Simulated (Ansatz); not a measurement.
Reaction (formal exchange of groups at the Al–N bond): `C=[N][AlH][SH]` + `FC[SiH3]` → `F[CH]([SiH3])[AlH][SH]` + `C=N`

Gas-phase electronic energies from Ansatz, PBE0-D4/def2-TZVP geometries. CCSD(T)/CBS is the MP2 limit (def2-TZVPP, def2-QZVPP) plus CCSD(T) − MP2 in def2-TZVPP, frozen cores. This one scheme is used for every species. DFT in def2-TZVPP. B3LYP here is the variant with VWN-RPA as its local correlation; programs differ in this. One conformer a species, not always the lowest.

`C=[N][AlH][SH]`:

Cartesian coordinates in Å:
```
C 1.287 0.348 -1.510
N 0.507 0.278 -0.545
Al -0.589 0.189 0.806
S -1.448 -1.769 1.251
H 0.943 0.566 -2.534
H 2.373 0.196 -1.406
H -0.924 1.476 1.647
H -2.148 -1.284 2.291
```

`FC[SiH3]`:

```xyz
8

F    -0.108    1.046    1.625
C     0.264   -0.100    0.931
Si   -0.229    0.043   -0.894
H    -0.221   -0.960    1.405
H     1.347   -0.229    1.039
H     0.195   -1.208   -1.579
H     0.453    1.206   -1.515
H    -1.700    0.202   -1.012
```

`F[CH]([SiH3])[AlH][SH]`:

Cartesian coordinates in Å:
```
F -1.303 -0.237 1.155
C -0.332 -0.620 0.200
Si -0.889 -0.053 -1.513
Al 1.444 0.063 0.751
S 1.489 1.337 2.508
H -0.304 -1.720 0.188
H 0.111 -0.570 -2.488
H -0.903 1.433 -1.579
H -2.240 -0.570 -1.852
H 2.768 -0.270 -0.042
H 0.159 1.206 2.673
```

`C=N`:

Cartesian coordinates in Å:
```
C 0.161 0.261 0.241
N 0.224 -0.694 -0.580
H -0.766 0.743 0.573
H 1.088 0.652 0.665
H -0.707 -0.963 -0.899
```

```json
{"level": "r2SCAN-D4", "ΔE (kJ/mol)": "80.4", "difference from CCSD(T)/CBS": "3.9"}
{"level": "ωB97X-V", "ΔE (kJ/mol)": "77.7", "difference from CCSD(T)/CBS": "1.2"}
{"level": "ωB97M-V", "ΔE (kJ/mol)": "76.3", "difference from CCSD(T)/CBS": "-0.2"}
{"level": "B2PLYP", "ΔE (kJ/mol)": "85.7", "difference from CCSD(T)/CBS": "9.2"}
{"level": "PBE", "ΔE (kJ/mol)": "74.7", "difference from CCSD(T)/CBS": "-1.8"}
{"level": "r2SCAN", "ΔE (kJ/mol)": "81.4", "difference from CCSD(T)/CBS": "4.9"}
{"level": "B3LYP", "ΔE (kJ/mol)": "87.4", "difference from CCSD(T)/CBS": "10.9"}
{"level": "HF/def2-TZVPP", "ΔE (kJ/mol)": "98.7", "difference from CCSD(T)/CBS": "22.2"}
{"level": "MP2/def2-TZVPP", "ΔE (kJ/mol)": "82.7", "difference from CCSD(T)/CBS": "6.2"}
{"level": "SCS-MP2/def2-TZVPP", "ΔE (kJ/mol)": "84.5", "difference from CCSD(T)/CBS": "8.0"}
{"level": "CCSD/def2-TZVPP", "ΔE (kJ/mol)": "80.7", "difference from CCSD(T)/CBS": "4.2"}
{"level": "HF/def2-QZVPP", "ΔE (kJ/mol)": "99.4", "difference from CCSD(T)/CBS": "22.9"}
{"level": "MP2/def2-QZVPP", "ΔE (kJ/mol)": "82.5", "difference from CCSD(T)/CBS": "6.0"}
{"level": "SCS-MP2/def2-QZVPP", "ΔE (kJ/mol)": "84.4", "difference from CCSD(T)/CBS": "7.9"}
{"level": "HF/CBS(def2)", "ΔE (kJ/mol)": "99.5", "difference from CCSD(T)/CBS": "23.0"}
{"level": "MP2/CBS(def2)", "ΔE (kJ/mol)": "81.8", "difference from CCSD(T)/CBS": "5.3"}
{"level": "CCSD(T)/CBS", "ΔE (kJ/mol)": "76.5", "difference from CCSD(T)/CBS": "0"}
```

Largest T1 diagnostic among the species: 0.013.

The D4 term adds −5.4 kJ/mol with B3LYP and −3.2 kJ/mol with PBE0; it sums over pairs of atoms, weighted by their polarisabilities, and B3LYP, whose exchange is more repulsive, gets the larger term. From PBE to PBE0 (25 % exact exchange), in def2-TZVPP and without D4, ΔE moves by +3.7 kJ/mol.
